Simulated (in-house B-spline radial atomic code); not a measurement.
## Binding energies in Tm L (Tm49+)

NIST's tabulated ground configuration is [Ar] 3d2; each binding energy is the energy of the ion with one electron taken from that subshell, relaxed, less that of the parent. All numbers are computed (Dirac-Hartree-Fock, average of configuration; Fermi nucleus of rms radius 5.2256 fm) with a radial B-spline atomic code at the basis-set limit, not measured. Energies include first-order Breit, QED and recoil terms.

| subshell | X-ray name | binding energy (eV) | -ε (eV) | relaxation (eV) |
| --- | --- | --- | --- | --- |
| 1s | K | 62607.4 | 62923.4 | 37.3 |
| 2s | L1 | 13243.3 | 13287.5 | 10.0 |
| 2p1/2 | L2 | 12765.1 | 12810.3 | 12.7 |
| 2p3/2 | L3 | 11780.7 | 11813.2 | 11.1 |
| 3s | M1 | 5019.6 | 5029.1 | 1.3 |
| 3p1/2 | M2 | 4821.6 | 4830.8 | 1.6 |
| 3p3/2 | M3 | 4578.4 | 4584.7 | 1.4 |
| 3d | M4,5 | 4297.4 | 4301.6 | 1.9 |

Relaxation = -ε minus the binding energy without Breit, QED and recoil terms.

Emission lines follow as differences of binding energies, with λ = 12398.42 eV·Å / E:

```
 line       holes  energy (eV)  wavelength (Å)
 K-L3  1s → 2p3/2      50826.7         0.24394
 K-L2  1s → 2p1/2      49842.3         0.24875
 K-M3  1s → 3p3/2      58029.0         0.21366
L1-M3  2s → 3p3/2       8664.9          1.4309
L3-M1  2p3/2 → 3s       6761.1          1.8338
```

**Question.** What screening constant σ does Moseley's law, E = (3/4)·13.6057 eV·(Z - σ)², need for K-L3?

**Answer.** σ = -1.58.

Moseley's non-relativistic formula needs a falling, then negative, screening constant for heavy elements, because relativity binds the 1s electron more strongly than the formula allows.

**Question.** What does it cost to remove two 3d electrons?

**Answer.** 8724.4 eV, which is 129.5 eV more than the two single binding energies together.

**Question.** What does it cost to remove both a 2p3/2 and a 3p1/2 electron?

**Answer.** 16757 eV, which is 155.1 eV more than the two single binding energies together.

**Question.** What does it cost to remove both a 3p3/2 and a 3p1/2 electron?

**Answer.** 9512.8 eV, which is 112.8 eV more than the two single binding energies together.
